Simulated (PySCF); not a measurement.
How methods differ on the ionisation energy of C⁺

C⁺ [He] 2s2 2p1 (2P) → C²⁺ [He] 2s2 (1S), as a difference of total energies. Calculation: PySCF 2.14, in x2c-TZVPPall (5s3p2d1f, 31 functions); the spin-free X2C one-electron Hamiltonian (Gaussian nucleus). Correlated levels: valence: 1s2 frozen; valence and next inner shell: nothing frozen. The calculations carry no spin-orbit coupling.

| method | ionisation energy (eV) | error (eV) |
| --- | --- | --- |
| UHF | 24.166 | -0.212 |
| LDA | 24.762 | +0.384 |
| PBE | 24.849 | +0.471 |
| PBE0 | 24.831 | +0.453 |
| r2SCAN | 25.000 | +0.622 |
| M06 | 24.632 | +0.254 |
| BHandHLYP | 24.872 | +0.494 |
| MN15 | 24.418 | +0.040 |
| wB97X-V | 24.633 | +0.255 |
| MP2 (valence) | 24.369 | -0.009 |
| SCS-MP2 (valence) | 24.331 | -0.047 |
| MP2 (valence and next inner shell) | 24.382 | +0.004 |
| SCS-MP2 (valence and next inner shell) | 24.339 | -0.039 |

Reference: 24.378 eV (measured; NIST levels, between the centres of gravity of the two terms).

Errors of the correlated levels include the incompleteness of this basis and the frozen core.
